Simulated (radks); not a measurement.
Charge is removed step by step from the 4s down level of neutral germanium, starting from [Ar] 3d10 4s(up 1, down 1) 4p2. Calculated with a radial shooting solver on a logarithmic mesh with Libxc functionals: scalar-relativistic Kohn-Sham, PBE, spin-polarised, spherical densities, point nucleus; open shells are filled with parallel spins first.

| removed (e) | E - E(0) (eV) | eigenvalue (eV) | E minus straight line (eV) |
|---|---|---|---|
| 0 | 0.000 | -10.759 | 0.000 |
| 0.1 | 1.113 | -11.507 | -0.361 |
| 0.2 | 2.302 | -12.272 | -0.645 |
| 0.3 | 3.568 | -13.055 | -0.853 |
| 0.4 | 4.913 | -13.855 | -0.981 |
| 0.5 | 6.339 | -14.671 | -1.029 |
| 0.6 | 7.848 | -15.506 | -0.994 |
| 0.7 | 9.441 | -16.358 | -0.874 |
| 0.8 | 11.119 | -17.227 | -0.669 |
| 0.9 | 12.886 | -18.097 | -0.376 |
| 1 | 14.736 | -18.860 | 0.000 |

Removing the whole electron costs 14.736 eV by Delta-SCF, against 10.759 eV from minus the eigenvalue at the starting occupation. Slater's transition state (half an electron removed) gives 14.671 eV. Integrating minus the eigenvalue over the occupation (Janak's theorem) gives 14.736 eV. In this scalar-relativistic scheme the density is built from large components alone, so the theorem holds only approximately. The mean slope of the eigenvalue, de/dn, is 8.10 eV per electron.
